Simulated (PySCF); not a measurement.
**TlCd and its ions**

UHF-MP2; basis Tl def2-SVP with ECP60, Cd def2-SVP with ECP28; scalar-relativistic core potentials; PySCF 2.14. Neutral (UHF): doublet (π ↑), Re = 3.157 Å, ωe = 63.2 cm⁻¹, De = 0.22 eV.

TlCd⁺ (RHF): singlet (closed shell), Re = 3.276 Å, ωe = 67.9 cm⁻¹. The energies at the minima are -338.78336 hartree for TlCd and -338.60053 for TlCd⁺.

Question: Work out the adiabatic ionisation energy, without and with harmonic zero-point energies (1 hartree = 27.2114 eV, 1 eV = 8065.5 cm⁻¹), and the change of the bond length.

Answer: At MP2: 0.18283 hartree = 4.975 eV between the minima; the zero-point term (67.9 − 63.2)/2 cm⁻¹ = +0.000 eV makes it 4.975 eV. Re changes by +11.9 pm against the neutral. The electron leaves a π orbital, and the longer bond of the ion fits a bonding orbital, or a change in how ionic the bond is.

Correlated steps freeze 4 core orbitals. Weak bonds: TlCd. Basis-set superposition, not corrected here, can be much of De in a small basis, most of all at correlated wavefunction levels. Spin–orbit coupling is left out, which matters for elements this heavy, above all for dissociation energies. States were picked by a PBE0 search and need not be the measured ground states.

Neutral and ion stand on different kinds of reference determinant, which adds to the error of the difference.
